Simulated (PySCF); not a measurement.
Ionisation energy of Sn⁺ by level of theory

Sn⁺ [Kr] 4d10 5s2 5p1 (2P) → Sn²⁺ [Kr] 4d10 5s2 (1S), as a difference of total energies. Calculation: PySCF 2.14, in cc-pVDZ-PP with ECP28MDF; a scalar-relativistic core potential. Correlated levels: valence: 4s2 4p6 4d10 frozen. The calculations carry no spin-orbit coupling.

| method | ionisation energy (eV) | error (eV) |
| --- | --- | --- |
| UHF | 13.716 | -0.566 |
| TPSS | 14.174 | -0.108 |
| r2SCAN | 14.359 | +0.077 |
| MP2 (valence) | 13.847 | -0.435 |
| SCS-MP2 (valence) | 13.829 | -0.453 |
| CCSD (valence) | 13.913 | -0.369 |
| CCSD(T) (valence) | 13.923 | -0.359 |

Reference: 14.282 eV (measured; NIST levels, between the centres of gravity of the two terms).

Errors of the correlated levels include the incompleteness of this basis and the frozen core.
